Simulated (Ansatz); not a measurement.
System: sum formula GaO₂H₂ (charge 0, doublet). It need not be the lowest isomer of its formula. SMILES: [OH][Ga][OH]
Geometry from a B3LYP-D3(BJ)/def2-TZVP (Ansatz, a first-principles code) optimisation:
```xyz
5

Ga     0.1855     0.1805     0.2316
O      0.7381    -0.1404    -1.4641
H      1.5997     0.2348    -1.6756
O     -1.4379    -0.5408     0.5901
H     -1.7505    -0.3816     1.4872
```
Charge 0, spin multiplicity 2.

Parts of the frozen-core correlation energy in 6-31G (Ansatz, hartree). Frozen orbitals: 16; correlated occupied orbitals by spin: 9 and 8; virtual: 26 and 27. Open shells are spin-unrestricted. Spin-orbit coupling is left out. No relativistic terms.

| term | value |
|---|---|
| reference (HF) | -2073.78978 |
| MP2 opposite-spin | … |
| MP2 same-spin | -0.07439 |
| CCSD correlation | … |
| (T) | … |
| T1 diagnostic | 0.023 |
| largest doubles amplitude | 0.027 |
| <S^2> of the reference | 0.760 |

Fill in the missing entries.


- MP2 opposite-spin, value: -0.21202
- CCSD correlation, value: -0.29248
- (T), value: -0.00577
